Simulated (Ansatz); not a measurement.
Basis-set extrapolation for C2H9ClSi2 (`CC[SiH]([SiH3])Cl`) (PBE0-D4/def2-TZVP geometry, frozen core, Ansatz). Multiplicity 1, RHF reference.

|  | def2-TZVPP | def2-QZVPP |
| --- | --- | --- |
| HF | -1118.463134 | -1118.497560 |
| MP2 correlation | -0.794599 | -0.855331 |
| CCSD(T) correlation | -0.905342 | not run |

Energies in hartree. Use E(X) = E(∞) + A·exp(−7.88·√X) for Hartree–Fock and E(X) = E(∞) + B·X^(−2.97) for correlation, with X = 3 and 4, and add CCSD(T) minus MP2 of the smaller set to the MP2 limit.

Task: What is the CCSD(T) energy at the basis-set limit?

Result: HF limit: -1118.497560 + (-0.034426) × 0.13774 = -1118.50230. MP2 limit: -0.855331 + (-0.060732) × 0.74074 = -0.90032. Higher-order term: -0.905342 − (-0.794599) = -0.11074. Total: -1119.51336 hartree, 380.4 kJ/mol below CCSD(T)/def2-TZVPP.
